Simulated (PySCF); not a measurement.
## Where the electron goes

C5H8S2.
SMILES with atom numbers: `[CH3:1][C:2]1=[CH:3][CH2:4][CH2:5][S:6][S:7]1` (hydrogens: H8, H9, H10 on C1; H11 on C3; H12, H13 on C4; H14, H15 on C5)

Geometry (GFN2-xTB, Å), atoms numbered from 1 in this order:
```
atom  x, y, z in Å
C1     2.3477    0.2868    0.7734
C2     0.9315   -0.0641    0.4484
C3     0.2019    0.5691   -0.4629
C4    -1.2294    0.3564   -0.8627
C5    -2.0447   -0.5229    0.0693
S6    -1.1916   -2.1200    0.3173
S7     0.3257   -1.3913    1.4727
H8     2.6907    1.1132    0.1557
H9     2.4287    0.5685    1.8229
H10    2.9944   -0.5743    0.6118
H11    0.6948    1.3487   -1.0312
H12   -1.2453   -0.0752   -1.8698
H13   -1.7131    1.3369   -0.9258
H14   -3.0167   -0.7571   -0.3604
H15   -2.1792   -0.0666    1.0496
```

Level of theory: PySCF 2.14.0, density-fitted response routines, TDDFT wB97X-D/def2-SVPD, vertical, gas phase, core orbitals frozen in the response.

Kohn–Sham orbitals with the atoms that hold most of them (Löwdin shares over 4%, at most four atoms; ? is withheld):

| orbital | ε (eV) | atoms |
| --- | --- | --- |
| LUMO+2 | 2.13 | S6 32%, S7 26%, C3 8%, C2 6% |
| LUMO+1 | 2.05 | S7 25%, C3 16%, C2 14%, S6 9% |
| LUMO | 0.92 | ? |
| HOMO | ? | S7 40%, S6 26%, C2 11%, C3 10% |
| HOMO-1 | -8.84 | ? |
| HOMO-2 | -10.19 | S7 31%, C2 17%, S6 14%, C3 10% |
| HOMO-3 | -11.12 | S6 38%, S7 22%, C5 12%, C1 5% |

(1) Which atoms hold the HOMO-1, and with what shares?

(2) Which atoms hold the LUMO, and with what shares?

(3) What is the HOMO energy, and the HOMO–LUMO gap?

Answers

(1) S6 (bonded to C and S) 41%; C2 (bonded to 2 C and S) 16%; C3 (bonded to 2 C and H) 15%; S7 (bonded to C and S) 8%. By element: sulfur 48%, carbon 31% or more.

(2) S6 (bonded to C and S) 40%; S7 (bonded to C and S) 32%; C2 (bonded to 2 C and S) 7%; C3 (bonded to 2 C and H) 4%. By element: sulfur 72%, carbon 12% or more.

(3) ε(HOMO) = -7.91 eV; the gap is 8.84 eV (0.3247 hartree).

The HOMO–LUMO gap is 8.84 eV. Where does the response calculation put the lowest singlet, and from which orbitals?

S1 is at 4.03 eV (f = 0.0050), 4.81 eV below the gap, made of HOMO→LUMO (89%). 

One configuration dominates each of S1, S2, S4 and S7. Which, and how do the shares of the two leading atoms of either orbital change from the occupied to the empty one?

- S1 (4.03 eV, f 0.0050), HOMO→LUMO (89%): S7 40% → 32%, S6 26% → 40%
- S2 (5.04 eV, f 0.011), HOMO-1→LUMO (78%): S6 41% → 40%, C2 16% → 7%, S7 8% → 32%
- S4 (5.81 eV, f 0.049), HOMO→LUMO+1 (76%): S7 40% → 25%, S6 26% → 9%, C3 10% → 16%
- S7 (6.57 eV, f 0.0073), HOMO-2→LUMO (76%): S7 31% → 32%, C2 17% → 7%, S6 14% → 40%

Time: 33 s of wall time (with the writing of density and orbital grids); peak memory 0.90 GiB. Hardware: one thread of an Intel Xeon 6975P-C, shared host with 192 logical CPUs at a one-minute load of 56.

One conformer stands for the species.
